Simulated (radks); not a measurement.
All-electron atom: Ba+ in [Xe] 6s1.

Calculated with a radial shooting solver on a logarithmic mesh with Libxc functionals: Dirac Kohn-Sham, LDA (Slater exchange, Perdew-Wang correlation), spin-unpolarised, spherical densities, finite nucleus; Fermi nuclear charge, rms radius 4.8378 fm.

Energy parts (Ry):
total: -16265.0592
kinetic: 17357.3028
electron-nucleus: -39544.2039
Hartree: 6305.2881
exchange-correlation: -383.4462

Orbitals (lengths in bohr, moments of r in powers of bohr; r(max) is where P^2 peaks):
\begin{tabular}{lrrrr}
orbital & occ. & eigenvalue (Ry) & r(max) & <r^2> \\ \hline
1s1/2 & 2 & -2733.595 & 0.01644 & 0.0008899 \\
2s1/2 & 2 & -432.3542 & 0.09311 & 0.01417 \\
2p1/2 & 2 & -407.5058 & 0.07108 & 0.01042 \\
2p3/2 & 4 & -379.4858 & 0.07616 & 0.01169 \\
3s1/2 & 2 & -91.56708 & 0.2669 & 0.09760 \\
3p1/2 & 2 & -81.11155 & 0.2533 & 0.09231 \\
3p3/2 & 4 & -75.69831 & 0.2645 & 0.1001 \\
3d3/2 & 4 & -57.27540 & 0.2131 & 0.08272 \\
3d5/2 & 6 & -56.12010 & 0.2163 & 0.08494 \\
4s1/2 & 2 & -18.28352 & 0.6253 & 0.5135 \\
4p1/2 & 2 & -14.48148 & 0.6371 & 0.5532 \\
4p3/2 & 4 & -13.34390 & 0.6616 & 0.5977 \\
4d3/2 & 4 & -7.12230 & 0.6908 & 0.7352 \\
4d5/2 & 6 & -6.92914 & 0.6991 & 0.7539 \\
5s1/2 & 2 & -2.90296 & 1.467 & 3.003 \\
5p1/2 & 2 & -1.90843 & 1.619 & 3.899 \\
5p3/2 & 4 & -1.75152 & 1.689 & 4.268 \\
5d3/2 & 0 & -0.53995 & 2.401 & 11.09 \\
5d5/2 & 0 & -0.52851 & 2.440 & 11.45 \\
6s1/2 & 1 & -0.57458 & 3.817 & 20.44 \\
6p1/2 & 0 & -0.38892 & 4.633 & 30.04 \\
6p3/2 & 0 & -0.37073 & 4.815 & 32.17 \\
\end{tabular}

The highest occupied level is 6s1/2 at -7.818 eV. The electron density at the nucleus is 3.214e+05 e/bohr^3. The density falls to 0.001 e/bohr^3 at r = 4.71 bohr. Summed over all electrons, <r^2> = 65.03 bohr^2, which gives a Langevin (diamagnetic) susceptibility term of -51.5 x 10^-6 cm^3/mol. For comparison, the ionisation energy in NIST's Atomic Spectra Database is 10.004 eV (measured). In exact Kohn-Sham theory the highest level is minus the ionisation energy, but local and semilocal functionals leave it too shallow, through self-interaction and a potential that decays too fast; potentials with the right tail come closer.

Beside tabulated values, note that spin-unpolarised runs miss the spin-polarisation part of the exchange energy of open shells.
